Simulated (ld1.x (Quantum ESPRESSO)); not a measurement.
Configuration tests for V (Z = 23) (TM)

```json
{
 "Element": "vanadium (V)",
 "Generator": "ld1.x (Quantum ESPRESSO) 7.5",
 "Type": "norm-conserving Troullier–Martins (Kleinman–Bylander form)",
 "Functional": "LDA (PZ)",
 "Relativity": "scalar-relativistic",
 "Frozen core": "[Ne]",
 "Valence charge": "13",
 "Reference configuration": "3s2 3p6 3d3 4s2 4p0",
 "Partial waves": "3s (bound): rc 1.40 bohr; 3d (bound): rc 1.50 bohr; 3p (bound): rc 1.65 bohr",
 "Local potential": "the p channel",
 "Core correction": "none"
}
```

Occupied shells without a wave of their own: 4s. They enter only through the test configuration that unscreens the potential.

Energies are relative to the spin-unpolarised reference configuration 3s2 3p6 3d3 4s2 4p0; without spin polarisation the order of configurations can differ from experiment. Spin-polarised rows fill each open shell by Hund’s rule, majority spin first.

| valence configuration | charge | ΔE all-electron (eV) | error AE − PS (meV) |
| --- | --- | --- | --- |
| 3s2 3p6 3d3 4s1 4p0 | +1 | 7.941 | -303 |
| 3s2 3p6 3d3 4s0 4p0 | +2 | 22.486 | -792 |
| 3s2 3p6 3d3 4s0 4p2 | 0 | 7.000 | -504 |
| 3s2 3p6 3d3 4s1 4p1 | 0 | 3.409 | -233 |
| 3s2 3p6 3d1 4s0 4p0 | +4 | 97.777 | -1595 |
| 3s1 3p6 3d3 4s2 4p0 | +1 | 77.043 | -34 |
| 3s2 3p6 3d3 4s2 4p0 (spin-polarised) | 0 | -1.628 | +159 |
| 3s2 3p6 3d3 4s1 4p0 (spin-polarised) | +1 | 5.572 | -99 |

(1) What are ΔE and the potential's error for 3s2 3p6 3d2 4s0 4p0?

Levels in the configuration 3s2 3p6 3d3 4s1 4p0:

| level | all-electron (eV) | pseudo (eV) |
| --- | --- | --- |
| 3s | -77.507 | -77.710 |
| 3p | -51.639 | -51.833 |
| 3d | -12.917 | -13.092 |
| 4s | -11.166 | -11.551 |

Results:

(1) ΔE = 51.645 eV all-electron; the error (AE − PS) is -1237 meV.

The 4s level has no wave, so the channel is fitted at the deeper level alone: the likely source of the large errors.
